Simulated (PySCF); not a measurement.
Molfile (atoms numbered from 1):
```
C6H10FN3
     RDKit          3D

 20 20  0  0  0  0  0  0  0  0999 V2000
   -1.8085   -1.3689   -0.5305 C   0  0  0  0  0  0  0  0  0  0  0  0
   -1.5984   -0.0617    0.2131 C   0  0  0  0  0  0  0  0  0  0  0  0
   -0.4755    0.7964   -0.3607 C   0  0  1  0  0  0  0  0  0  0  0  0
   -0.3193    2.1303    0.3507 C   0  0  0  0  0  0  0  0  0  0  0  0
    0.7857    0.0636   -0.3316 N   0  0  0  0  0  0  0  0  0  0  0  0
    1.4789   -0.1849   -1.4161 N   0  0  0  0  0  0  0  0  0  0  0  0
    2.5543   -0.8406   -0.9827 C   0  0  0  0  0  0  0  0  0  0  0  0
    2.4254   -0.9464    0.4081 C   0  0  0  0  0  0  0  0  0  0  0  0
    3.2444   -1.5102    1.2638 F   0  0  0  0  0  0  0  0  0  0  0  0
    1.3071   -0.3697    0.7995 N   0  0  0  0  0  0  0  0  0  0  0  0
   -2.6320   -1.9480   -0.0875 H   0  0  0  0  0  0  0  0  0  0  0  0
   -0.9058   -1.9974   -0.4955 H   0  0  0  0  0  0  0  0  0  0  0  0
   -2.0517   -1.1949   -1.5909 H   0  0  0  0  0  0  0  0  0  0  0  0
   -2.5196    0.5435    0.1923 H   0  0  0  0  0  0  0  0  0  0  0  0
   -1.3747   -0.2553    1.2752 H   0  0  0  0  0  0  0  0  0  0  0  0
   -0.6473    0.9591   -1.4354 H   0  0  0  0  0  0  0  0  0  0  0  0
   -0.0852    1.9721    1.4137 H   0  0  0  0  0  0  0  0  0  0  0  0
    0.4904    2.7220   -0.0997 H   0  0  0  0  0  0  0  0  0  0  0  0
   -1.2522    2.7081    0.2800 H   0  0  0  0  0  0  0  0  0  0  0  0
    3.3349   -1.1932   -1.6512 H   0  0  0  0  0  0  0  0  0  0  0  0
  1  2  1  0
  2  3  1  0
  3  4  1  0
  3  5  1  0
  5  6  1  0
  6  7  2  0
  7  8  1  0
  8  9  1  0
  8 10  2  0
 10  5  1  0
  1 11  1  0
  1 12  1  0
  1 13  1  0
  2 14  1  0
  2 15  1  0
  3 16  1  6
  4 17  1  0
  4 18  1  0
  4 19  1  0
  7 20  1  0
M  END
```

Geometry: PBE0-D3(BJ)/def2-SVP; GIAO shifts from PySCF 2.14, gas phase, non-relativistic, averaged over equivalent atoms.

At PBE0/pcSseg-1 (220 basis functions, 42 s wall time on 1 thread of an Arm Neoverse V2, shared host):
```csv
atoms,δ (ppm)
C8,169.5
C7,119.6
C3,65.3
C2,32.2
C4,23.2
C1,12.6
N6,373.3
N10,320.4
N5,271.0
F9,-147.8
H20,7.02
H16,3.99
H15,2.05
H17/H18/H19,1.44
H14,1.38
H11/H12/H13,0.66
```

Chemical shifts δ = σref − σ; $^{13}$C (σ = 184.41 ppm) and $^{1}$H (σ = 31.27 ppm) vs TMS; NH3 for $^{15}$N (σ = 265.67 ppm); $^{19}$F (σ = 177.25 ppm) against CFCl3, all at this level.

Q: Predict the values at WP04/pcSseg-1 on the same geometry.

A: 
```csv
atoms,δ at WP04/pcSseg-1,change
C8,171.9,+2.4
C7,122.9,+3.3
C3,68.3,+3.0
C2,33.5,+1.3
C4,24.3,+1.1
C1,14.7,+2.1
N6,373.3,+0.0
N10,325.4,+5.0
N5,269.4,-1.6
F9,-143.4,+4.4
H20,6.91,-0.11
H16,3.97,-0.02
H15,2.05,+0.00
H17/H18/H19,1.45,+0.01
H14,1.36,-0.02
H11/H12/H13,0.69,+0.03
```

δ = σ(ref) − σ, references computed at the same level: $^{13}$C (σref 172.44) and $^{1}$H (σref 31.56) against TMS; NH3 for $^{15}$N (σref 246.90); CFCl3 for $^{19}$F (σref 176.96).

The largest change is at N10 (pyridine-type nitrogen of an azole). Cost: 220 basis functions, 40 s wall time on 1 thread of an Arm Neoverse V2, shared host. The order of the carbon signals is the same at both levels.

Unscaled 19F shifts against computed CFCl3 carry errors that often reach 10 to 50 ppm. Experimental scales use liquid or dissolved standards, which lie at an offset from isolated NH3 (liquid NH3: subtract about 20 ppm). Unscaled 15N shifts of sp2 nitrogen come out 20 to 40 ppm too high even then.
